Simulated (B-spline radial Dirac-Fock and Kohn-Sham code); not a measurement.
# Dipole and non-dipole photoemission parameters of Cs 5p3/2

System: atomic cesium, configuration [Xe] 6s1; threshold 15.95 eV (orbital energy of the model). Calculated with a radial B-spline solver, using Dirac-Hartree-Slater photoionisation with a Latter tail; cross sections with all multipoles, angular parameters from the dipole term and its interference with E2.

For linearly polarised light dσ/dΩ = σ/(4π) [1 + β P₂(cos θ) + (δ + γ cos²θ) sin θ cos φ], with θ from the polarisation vector and φ the angle between the beam and the projection of the electron momentum on the plane normal to the polarisation.

| hν (eV) | σ (kb) | β | γ | δ |
| --- | --- | --- | --- | --- |
| 65.2 | 312 | 0.109 | 0.228 | -0.026 |
| 66.7 | 297 | 0.063 | 0.214 | -0.025 |
| 70.6 | 265 | -0.033 | 0.176 | -0.021 |
| 80 | 213 | -0.152 | 0.089 | -0.010 |
| 97.5 | 161 | -0.120 | -0.019 | 0.008 |
| 100 | 156 | -0.100 | -0.028 | 0.010 |
| 114 | 135 | 0.036 | -0.055 | 0.019 |
| 356 | 40.6 | 1.304 | 0.213 | 0.011 |
| 400 | 35.1 | 1.376 | 0.215 | 0.008 |
| 800 | 13.1 | 1.648 | 0.076 | 0.000 |
| 805 | 12.9 | 1.650 | 0.074 | 0.000 |
| 895 | 10.9 | 1.672 | 0.046 | 0.000 |
| 954 | 9.83 | 1.684 | 0.029 | 0.000 |
| 1200 | 6.64 | 1.715 | -0.016 | 0.000 |
| 1590 | ? | ? | ? | ? |
| 1910 | 2.79 | 1.732 | -0.008 | 0.002 |
| 2000 | 2.55 | 1.731 | 0.003 | 0.003 |
| 2340 | 1.86 | 1.723 | 0.051 | 0.004 |
| 2800 | 1.28 | 1.708 | 0.132 | 0.005 |
| 3480 | 0.797 | 1.680 | 0.266 | 0.008 |
| 4270 | 0.501 | 1.646 | 0.426 | 0.012 |
| 5414.7 | 0.286 | 1.597 | 0.649 | 0.018 |
| 5760 | 0.246 | 1.583 | 0.713 | 0.020 |
| 7310 | 0.135 | 1.520 | 0.975 | 0.032 |
| 7750 | 0.116 | 1.503 | 1.042 | 0.035 |
| 7770 | 0.115 | 1.502 | 1.045 | 0.036 |
| 8220 | 0.0994 | 1.485 | 1.111 | 0.039 |
| 12000 | 0.0356 | 1.357 | 1.573 | 0.073 |
| 12900 | 0.0291 | 1.329 | 1.662 | 0.082 |
| 15000 | 0.0189 | 1.269 | 1.844 | 0.103 |

Question: Give the values at 1590 eV.

Answer: σ = 3.97 kb, β = 1.732, γ = -0.030, δ = 0.001.
